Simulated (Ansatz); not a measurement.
Ansatz (a quantum-chemistry and plane-wave program) job for Pb(Br)(NH2) (BrH2NPb), SMILES [NH2][Pb][Br] (connectivity only; charge and spin as stated), neutral, multiplicity 1, r2SCAN-D4/def2-SVP. 

Ansatz 0.2 input:
```yaml
crystal:
  periodic: [false, false, false]
  atoms:
    - {symbol: Pb, position_ang: [0.25408766, 0.67183932, 0.00000000]}
    - {symbol: Br, position_ang: [-0.09504030, -1.87355270, -0.00000000]}
    - {symbol: N, position_ang: [-1.81540383, 1.13455370, -0.00000000]}
    - {symbol: H, position_ang: [-2.58381645, 0.48332112, 0.00000000]}
    - {symbol: H, position_ang: [-2.21713408, 2.05832337, -0.00000000]}
basis:
  gaussian:
    orbitals: def2-SVP
hamiltonian:
  xc: r2scan
  dispersion: d4
relax: {f_tol: 0.002, max_steps: 200}
```

Program output:

```
WARN ansatz: RAYON_NUM_THREADS=1 ignored (pool sized by the plan → 1); use --threads N
Functional definition: r2SCAN
integrals: 0.03 GiB planned
929 factors; their error is unknown
mean field: 0.20 GiB planned
mean field evaluation 1: about -76801.9305 eV, gradient 6.3e1 eV
mean field evaluation 2: about -76737.0350 eV, gradient 1.3e2 eV
mean field evaluation 4: about -76810.3711 eV, gradient 1.3e1 eV
mean field evaluation 8: about -76810.8383 eV, gradient 2.1e-1 eV
mean field evaluation 16: about -76810.7704 eV, gradient 1.5e-4 eV
mean field -76810.77040276 eV, -2822.7437480914 hartree, gradient 4.7e-5 eV, S^2 0.000000; 0 other end points of the search recorded, 0 dependent functions left out
the calculation of the forces begins
reference -76810.77041171 eV, -2822.7437484203 hartree; 33, 33 occupied and 49, 49 virtual orbitals, 929 factors
relax step   1: F+E_penalty+E_count = -76810.79436528 eV  Δ(F+E_penalty+E_count) = +0.000e0 eV  max|allowed force component| = 9.239e-1 eV/Å  Δτ_max = 0.0000 Å  (29 SCF iters, accepted)
these checks for a lower state are left out or cut short: starts, cluster_reference, orbital_swaps, neighbouring_geometries, increment
integrals: 0.03 GiB planned
929 factors; their error is unknown
mean field: 0.20 GiB planned
mean field -76810.81785304 eV, -2822.7454918569 hartree, gradient 1.8e-5 eV, S^2 0.000000; 0 other end points of the search recorded, 0 dependent functions left out
the calculation of the forces begins
reference -76810.81786206 eV, -2822.7454921886 hartree; 33, 33 occupied and 49, 49 virtual orbitals, 929 factors
relax step   2: F+E_penalty+E_count = -76810.84167260 eV  Δ(F+E_penalty+E_count) = -4.731e-2 eV  max|allowed force component| = 3.932e-1 eV/Å  Δτ_max = 0.0731 Å  (31 SCF iters, accepted)
these checks for a lower state are left out or cut short: starts, cluster_reference, orbital_swaps, neighbouring_geometries, increment
integrals: 0.03 GiB planned
929 factors; their error is unknown
mean field: 0.20 GiB planned
mean field evaluation 32: about -76810.8304 eV, gradient 5.6e-4 eV
mean field -76810.83043226 eV, -2822.7459541349 hartree, gradient 1.5e-5 eV, S^2 0.000000; 0 other end points of the search recorded, 0 dependent functions left out
the calculation of the forces begins
reference -76810.83044126 eV, -2822.7459544653 hartree; 33, 33 occupied and 49, 49 virtual orbitals, 929 factors
relax step   3: F+E_penalty+E_count = -76810.85429047 eV  Δ(F+E_penalty+E_count) = -1.262e-2 eV  max|allowed force component| = 1.535e-1 eV/Å  Δτ_max = 0.0210 Å  (32 SCF iters, accepted)
these checks for a lower state are left out or cut short: starts, cluster_reference, orbital_swaps, neighbouring_geometries, increment
integrals: 0.03 GiB planned
929 factors; their error is unknown
mean field: 0.20 GiB planned
mean field -76810.83203283 eV, -2822.7460129545 hartree, gradient 1.5e-5 eV, S^2 0.000000; 0 other end points of the search recorded, 0 dependent functions left out
the calculation of the forces begins
reference -76810.83204182 eV, -2822.7460132849 hartree; 33, 33 occupied and 49, 49 virtual orbitals, 929 factors
relax step   4: F+E_penalty+E_count = -76810.85594354 eV  Δ(F+E_penalty+E_count) = -1.653e-3 eV  max|allowed force component| = 8.078e-2 eV/Å  Δτ_max = 0.0260 Å  (31 SCF iters, accepted)
these checks for a lower state are left out or cut short: starts, cluster_reference, orbital_swaps, neighbouring_geometries, increment
integrals: 0.03 GiB planned
929 factors; their error is unknown
mean field: 0.20 GiB planned
mean field -76810.82555848 eV, -2822.7457750266 hartree, gradient 1.5e-5 eV, S^2 0.000000; 0 other end points of the search recorded, 0 dependent functions left out
the calculation of the forces begins
reference -76810.82556746 eV, -2822.7457753568 hartree; 33, 33 occupied and 49, 49 virtual orbitals, 929 factors
relax step   5: F+E_penalty+E_count = -76810.84943527 eV  Δ(F+E_penalty+E_count) = +6.508e-3 eV  max|allowed force component| = 7.130e-1 eV/Å  Δτ_max = 0.0161 Å  (30 SCF iters, rejected (line search))
these checks for a lower state are left out or cut short: starts, cluster_reference, orbital_swaps, neighbouring_geometries, increment
integrals: 0.03 GiB planned
929 factors; their error is unknown
mean field: 0.20 GiB planned
mean field -76810.83229093 eV, -2822.7460224396 hartree, gradient 1.5e-5 eV, S^2 0.000000; 0 other end points of the search recorded, 0 dependent functions left out
the calculation of the forces begins
reference -76810.83229992 eV, -2822.7460227699 hartree; 33, 33 occupied and 49, 49 virtual orbitals, 929 factors
relax step   6: F+E_penalty+E_count = -76810.85619761 eV  Δ(F+E_penalty+E_count) = -2.541e-4 eV  max|allowed force component| = 4.838e-3 eV/Å  Δτ_max = 0.0076 Å  (31 SCF iters, accepted)
these checks for a lower state are left out or cut short: starts, cluster_reference, orbital_swaps, neighbouring_geometries, increment
integrals: 0.03 GiB planned
929 factors; their error is unknown
mean field: 0.20 GiB planned
mean field evaluation 64: about -76810.8323 eV, gradient 5.6e-4 eV
mean field -76810.83230765 eV, -2822.7460230541 hartree, gradient 1.5e-5 eV, S^2 0.000000; 0 other end points of the search recorded, 0 dependent functions left out
the calculation of the forces begins
reference -76810.83231664 eV, -2822.7460233845 hartree; 33, 33 occupied and 49, 49 virtual orbitals, 929 factors
relax step   7: F+E_penalty+E_count = -76810.85622292 eV  Δ(F+E_penalty+E_count) = -2.531e-5 eV  max|allowed force component| = 5.261e-3 eV/Å  Δτ_max = 0.0050 Å  (31 SCF iters, accepted)
these checks for a lower state are left out or cut short: starts, cluster_reference, orbital_swaps, neighbouring_geometries, increment
integrals: 0.03 GiB planned
929 factors; their error is unknown
mean field: 0.20 GiB planned
mean field -76810.83230848 eV, -2822.7460230847 hartree, gradient 1.4e-5 eV, S^2 0.000000; 0 other end points of the search recorded, 0 dependent functions left out
the calculation of the forces begins
reference -76810.83231747 eV, -2822.7460234151 hartree; 33, 33 occupied and 49, 49 virtual orbitals, 929 factors
relax step   8: F+E_penalty+E_count = -76810.85622476 eV  Δ(F+E_penalty+E_count) = -1.839e-6 eV  max|allowed force component| = 3.780e-4 eV/Å  Δτ_max = 0.0010 Å  (22 SCF iters, accepted)
integrals: 0.03 GiB planned
929 factors; their error is unknown
mean field: 0.20 GiB planned
mean field -76810.83230848 eV, -2822.7460230847 hartree, gradient 1.4e-5 eV, S^2 0.000000; 1 other end points of the search recorded, 0 dependent functions left out
the calculation of the forces begins
reference -76810.83231747 eV, -2822.7460234151 hartree; 33, 33 occupied and 49, 49 virtual orbitals, 929 factors
Total energy: -76810.85623375 eV, -2822.7469023219 hartree
Atom 0 at     0.272440     0.722266     0.000000 Å, force     0.000378    -0.000047     0.000000 eV/Å
Atom 1 at    -0.147425    -1.903075     0.000000 Å, force    -0.000085     0.000036    -0.000000 eV/Å
Atom 2 at    -1.816179     1.153639    -0.000000 Å, force    -0.000297    -0.000092    -0.000000 eV/Å
Atom 3 at    -2.525774     0.422536     0.000000 Å, force     0.000130     0.000113     0.000000 eV/Å
Atom 4 at    -2.240369     2.079118     0.000000 Å, force    -0.000126    -0.000010     0.000000 eV/Å
Dipole moment:     0.035160     0.854462    -0.000000 e Å
```

The calculation finished and met its thresholds.
